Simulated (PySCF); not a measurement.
This PySCF input asks for the NMR shieldings of `C[Si@H]1O[Si](Cl)(Cl)[SiH2][SiH2]1`, CH$_{8}$Cl$_{2}$OSi$_{4}$; the geometry comes from GFN2-xTB.

```python
import basis_set_exchange as bse
import numpy as np
from pyscf import gto, dft
from pyscf.prop import nmr

atoms = """
C     2.350028   -0.995448   -0.483400
Si    1.210692    0.047429    0.620581
O     0.539018    1.204611   -0.354235
Si   -0.905937    1.630564   -0.966450
Cl   -0.694036    1.483772   -2.973013
Cl   -1.098451    3.589679   -0.506811
Si   -2.332311    0.126619    0.076063
Si   -0.727574   -1.035662    1.345912
H     3.065600   -0.374284   -1.016032
H     2.909530   -1.714410    0.107089
H     1.782892   -1.549122   -1.228135
H     1.993671    0.868087    1.548837
H    -3.378289    0.827794    0.833956
H    -3.068561   -0.673422   -0.914082
H    -0.946087   -0.939345    2.798560
H    -0.707783   -2.487918    1.099750
"""
names = dict.fromkeys(["C", "Si", "O", "Cl", "H"], "pcSseg-1")
basis = {el: gto.basis.parse(bse.get_basis(n, elements=[el], fmt="nwchem")) for el, n in names.items()}
mol = gto.M(atom=atoms, basis=basis, charge=0, verbose=0)
mf = dft.RKS(mol, xc="PBE0")
mf.grids.level = 2
mf.grids.alignment = dft.numint.BLKSIZE   # the property module wants whole blocks of grid points
mf.conv_tol = 1e-9
mf.kernel()

calc = nmr.RKS(mf)   # GIAO
C = mf.mo_coeff
Co = C[:, mf.mo_occ > 0]
resp = mf.gen_response(singlet=True, hermi=2)
def vind(x):   # induced exchange potential for any number of trial vectors
    d = np.einsum("pi,xij,qj->xpq", C, 2 * x.reshape(-1, C.shape[1], Co.shape[1]), Co, optimize=True)
    return np.einsum("xpq,pi,qj->xij", resp(d - d.transpose(0, 2, 1)), C, Co, optimize=True).ravel()
mo1, _ = nmr.rhf.solve_mo1(calc, with_cphf=vind)
sigma = calc.kernel(mo1)
for i, s in enumerate(sigma):   # ppm
    print("%2d %-2s %9.2f" % (i, mol.atom_pure_symbol(i), np.trace(s) / 3))
```

**Question.** Give the expected output.

**Answer.** 
```
 0 C     182.70
 1 Si    351.53
 2 O     196.81
 3 Si    333.16
 4 Cl    799.88
 5 Cl    802.10
 6 Si    465.97
 7 Si    463.60
 8 H      30.68
 9 H      31.74
10 H      31.23
11 H      26.11
12 H      28.20
13 H      28.18
14 H      28.04
15 H      28.18
```

These numbers come from an equivalent density-fitted implementation of the same equations, which agrees with the script to about 0.01 ppm for H and up to a few tenths of a ppm for heavy atoms, so last digits may differ.

**Question.** Turn these shieldings into chemical shifts. Referencing at the same level of theory: TMS for 13C (σ = 186.93 ppm), 29Si (σ = 349.16 ppm), 1H (σ = 31.72 ppm); 17O (σ = 336.08 ppm) against H2O; 35Cl (σ = 949.78 ppm) against HCl.

**Answer.** Averaging equivalent atoms: C 0: 4.2; Si 3: 16.0; Si 1: -2.4; Si 7: -114.4; Si 6: -116.8; O 2: 139.3; Cl 4: 150; Cl 5: 148; H 11: 5.60; H 14: 3.67; H 15: 3.54; H 13: 3.54; H 12: 3.52; H 8/9/10: 0.50 ppm. Experimental scales use liquid or dissolved standards, which lie at an offset from isolated H2O (liquid H2O: subtract about 36 ppm).

Size and cost of the density-fitted run: 218 basis functions, 39 s wall time on 1 thread of an Arm Neoverse V2, shared host; peak memory 1.1 GiB.
